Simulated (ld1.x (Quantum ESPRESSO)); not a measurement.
## What one change does to a pseudopotential (carbon (C), ultrasoft)

ld1.x (Quantum ESPRESSO) 7.5 input, shortened:

```
&input
   title='C', zed=6., rel=1, dft='PZ', iswitch=3,
   config='[He] 2s2 2p1.5 3d-2'
 /
 &inputp
   pseudotype=3, tm=.true., lloc=-1, rcloc=1.50,
   nlcc=.true., new_core_ps=.true., rcore=1.25,
   which_augfun='PSQ', rmatch_augfun_nc=.true.
 /
6
2S  1  0   2.00   0.00  1.20  1.30  0.0
2S  1  0   0.00   0.25  1.20  1.30  0.0
2P  2  1   1.50   0.00  2.10  2.85  0.0
2P  2  1   0.00   1.55  2.10  2.85  0.0
3D  3  2  -2.00   0.25  1.95  2.10  0.0
3D  3  2  -2.00   0.75  1.95  2.10  0.0
 &test
   configts(1)='2s2 2p1.5'
 /
```

Change: waves 2s (bound): rcut 1.20, rcutus 1.48 bohr; 2s channel at 0.25 Ry: rcut 1.20, rcutus 1.48 bohr.

Cutoffs: the cutoffs (Ry, on a coarse ladder) from which the occupation-weighted sum of valence levels, in a spherical-Bessel basis at the reference potential, stays within 10 and 1 mRy of its value at 400 Ry; they do not see the model core or the augmentation charge, which bear on the density cutoff. Errors are all-electron minus pseudo energies relative to the spin-unpolarised reference configuration.

Problem. How do hardness, ghosts and transferability respond?

Solution. The potential gets harder (8 Ry and 12 Ry → 10 Ry and 18 Ry); of the 9 tests that both files solve, the error grows in 1 and shrinks in 0 by more than 15 % and 0.3 meV (median size 45.2 → 46.7 meV); neither file shows a bound ghost.

| quantity | base | changed |
| --- | --- | --- |
| cutoff, loose | 8 Ry | 10 Ry |
| cutoff, tight | 12 Ry | 18 Ry |
| bound ghosts | none | none |
| error for 2s2 2p2, meV [ΔE -4.03 eV] | +4.6 | +4.6 |
| error for 2s2 2p1, meV [ΔE 6.96 eV] | +7.3 | +7.4 |
| error for 2s2 2p0, meV [ΔE 31.22 eV] | +119 | +122 |
| error for 2s1 2p0, meV [ΔE 79.19 eV] | +330 | +344 |
| error for 2s0 2p4, meV [ΔE 12.49 eV] | +45 | +47 |
| error for 2s1 2p2, meV [ΔE 15.45 eV] | -0.4 | +1.3 |
| error for 2s2 2p2.3, meV [ΔE -5.23 eV] | +9.6 | +9.6 |
| error for 2s2 2p1.5 (spin-polarised), meV [ΔE -0.75 eV] | +68 | +70 |
| error for 2s2 2p2 (spin-polarised), meV [ΔE -5.16 eV] | +95 | +97 |
| s: phases at 3.09 bohr within 0.05 rad from the reference energy up to (Ry; the scan ends near 5) | to the end of the scan | to the end of the scan |
| p: phases at 3.09 bohr within 0.05 rad from the reference energy up to (Ry; the scan ends near 5) | 4.2 | 4.2 |
| d: phases at 3.09 bohr within 0.05 rad from the reference energy up to (Ry; the scan ends near 5) | 3.7 | 3.7 |
| lowest overlap eigenvalue by channel | s 0.55, p 0.77, d 0.61 | s 0.56, p 0.77, d 0.61 |
